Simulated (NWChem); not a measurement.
# SnSiH3I, singlet; SMILES [SiH3][Sn][I]

Low-valent species are run as closed-shell singlets; no triplet was tried in these runs. def2 effective core potentials on Sn, I; no spin-orbit coupling.

Task: Give the equilibrium geometry at PBE0/def2-SVP with def2 effective core potentials on Sn, I (NWChem) as a Z-matrix, with the point group.

Result: point group Cs; any orientation.
```
Si
H 1 1.4984
H 1 1.4985 2 108.42
H 1 1.5005 2 107.87 3 -116.56
Sn 1 2.6779 2 109.99 4 -123.15
I 5 2.7510 1 90.69 2 -59.66
```
